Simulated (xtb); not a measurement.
5,5-difluorocyclopenta-1,3-diene (C₅H₄F₂), SMILES C1(F)(F)C=CC=C1. All values are semi-empirical tight-binding results from xtb (GFN2-xTB unless named), good for trends rather than for accurate numbers. The structure is a stationary point at GFN2-xTB. Other conformers were not sampled.

Optimised geometry:

```xyz
11

F      1.0814     0.0000    -1.4064
C      0.0000     0.0000    -0.5772
F     -1.0814     0.0000    -1.4064
C      0.0000    -1.1881     0.3639
C      0.0000    -0.7341     1.6152
C      0.0000     0.7341     1.6152
C      0.0000     1.1881     0.3639
H      0.0000    -2.1969     0.0013
H      0.0000    -1.3236     2.5135
H      0.0000     1.3236     2.5135
H      0.0000     2.1969     0.0013
```
Charge 0, spin multiplicity 1.

```yaml
point_group_as_xtb_finds_it: C2v
orbital_gap: 3.33 eV
dipole_moment: 3.25 D
zero_point_energy: 46.8 kcal/mol
G − E(el) at 298.15 K (modified RRHO): 28.6 kcal/mol
static polarisability (D4 model): 58.2 bohr³
solvation energy, GFN2-xTB/ALPB(water): -3.1 kcal/mol
solvation energy, GFN2-xTB/ALPB(ether): -5.4 kcal/mol
```

Computed IR lines (harmonic; lines under 4 % of the strongest left out, lines within 3 cm⁻¹ merged):
ν (cm⁻¹): 397 (w), 441 (w), 780 (w), 1021 (vs), 1128 (w), 1189 (m), 1298 (w), 3140 (w), 3146 (w) (against the strongest line: vs over 80 %, s over 45 %, m over 15 %, w over 4 %, vw less)

Computed atomic charges and the Wiberg bond orders between heavy atoms:
charges (e) F1 -0.22, C2 0.33, F3 -0.22, C4 -0.06, C5 -0.02, C6 -0.02, C7 -0.06, H8 0.07, H9 0.06, H10 0.06, H11 0.07. Bond orders F1–C2 0.93, C2–F3 0.93, C2–C4 0.96, C4–C5 1.88, C5–C6 1.08, C2–C7 0.96, C6–C7 1.88.
